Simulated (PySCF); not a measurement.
[AuCl4]-, `[Cl][Au-]([Cl])([Cl])[Cl]` (charge -1 and singlet state). Method used: PySCF 2.14.0, PBE0-D3(BJ)/def2-SVP geometry optimisation, gas phase, def2 core potentials past Kr.

```
atom  x, y, z in Å
Au1    0.0000    0.0000    0.0013
Cl2    2.3196   -0.0256    0.0038
Cl3    0.0258    2.3196    0.0097
Cl4   -2.3196    0.0256   -0.0043
Cl5   -0.0258   -2.3196   -0.0105
```

Q: What is the longest distance between nuclei?

A: Cl3···Cl5 and Cl2···Cl4, 4.640 Å down to 4.639 Å.

Q: What is the repulsion energy of the bare nuclei, Σ ZA·ZB/RAB?

A: 1477.84 Eh over 10 pairs, with full nuclear charges and distances in bohr; the largest single term is 306.36 Eh (Au1 with Cl2, or a pair equal to it).

Q: Where is the centre of mass (commonest isotopes), and what is the radius of gyration?

A: Mass 336.842 u; centre at (0.000, 0.000, 0.001) Å; Rg = √(Σ m r²/M) = 1.495 Å. As Ia + Ib + Ic = 2 Σ m r², the three principal moments sum to 1505.4 u·Å².

Q: What are the angles Cl2–Au1–Cl5, Cl3–Au1–Cl4, Cl4–Au1–Cl5, Cl2–Au1–Cl3?

A: From the scalar product of the two bond vectors; for Cl2–Au1–Cl5 it is -0.0005 Å² over 2.3197 × 2.3198 Å², cos θ = -0.0001. Cl2–Au1–Cl5 90.0°; Cl3–Au1–Cl4 90.0°; Cl4–Au1–Cl5 90.0°; Cl2–Au1–Cl3 90.0°.

Q: Write the matrix of distances between heavy atoms (Å, lower triangle).

A: 
```
Au1   0.000
Cl2   2.320  0.000
Cl3   2.320  3.280  0.000
Cl4   2.320  4.639  3.281  0.000
Cl5   2.320  3.281  4.640  3.280  0.000
```

Whether it is a minimum is left open (no frequencies).

On an Arm Neoverse V1 with one thread, shared host with 32 logical CPUs at a one-minute load of 22, this took 32 s of wall time and 0.40 GiB of memory at its peak. This is the geometry optimisation.
